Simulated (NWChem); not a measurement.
**Atomisation of C4H8Si**

```xyz
13

C     -2.9033     0.7046     0.0000
C     -1.8903     0.0379     0.0000
C     -0.6477    -0.7204     0.0000
Si     0.9085     0.3939     0.0000
C      2.4668    -0.6706     0.0000
H     -3.8058     1.2855     0.0000
H     -0.5998    -1.3813     0.8846
H     -0.5998    -1.3813    -0.8846
H      0.8729     1.2629    -1.2123
H      0.8729     1.2629     1.2123
H      2.5090    -1.3167    -0.8921
H      3.3695    -0.0383     0.0000
H      2.5090    -1.3167     0.8921
```
Charge 0, spin multiplicity 1.

All runs are NWChem calculations. All single points use one geometry, from B3LYP/def2-SVP, held to Cs symmetry and with no frequency check, so it may be a saddle point. It is one conformer; others weren't searched.

Basis set: def2-SVP. The atomisation energy is electronic alone: no zero-point, thermal, spin-orbit or counterpoise terms. No value is extrapolated to the basis-set limit. Free atoms are single determinants with multiplicities C 3, Si 3, H 2. Correlated methods freeze the same cores in atoms and molecule, 9 orbitals in all.

The cost column gives rough processor time relative to HF; each entry includes its own SCF. Costs are the molecule's.

B3LYP has NWChem's definition, with VWN1-RPA local correlation. The structure started from a generated list of species. No SCF solution was tested for a lower state. Open-shell Hartree-Fock references start from PBE0 orbitals; any time given for them includes that run.

```json
[
 {"method": "HF", "atomisation energy (kcal/mol)": "925.5", "relative cost": "1"},
 {"method": "B3LYP", "atomisation energy (kcal/mol)": "1211.0", "relative cost": "under 3"},
 {"method": "BLYP", "atomisation energy (kcal/mol)": "1201.5", "relative cost": "under 3"},
 {"method": "PBE", "atomisation energy (kcal/mol)": "1236.8", "relative cost": "under 3"},
 {"method": "PBE0", "atomisation energy (kcal/mol)": "[?]", "relative cost": "under 3"},
 {"method": "M06-2X", "atomisation energy (kcal/mol)": "[?]", "relative cost": "under 3"},
 {"method": "TPSS", "atomisation energy (kcal/mol)": "[?]", "relative cost": "under 3"},
 {"method": "MP2", "atomisation energy (kcal/mol)": "[?]", "relative cost": "3"}
]
```

**Question.** What belongs in the gaps?

**Answer.** 
- PBE0, atomisation energy (kcal/mol): 1222.7
- M06-2X, atomisation energy (kcal/mol): 1220.0
- TPSS, atomisation energy (kcal/mol): 1227.0
- MP2, atomisation energy (kcal/mol): 1173.4
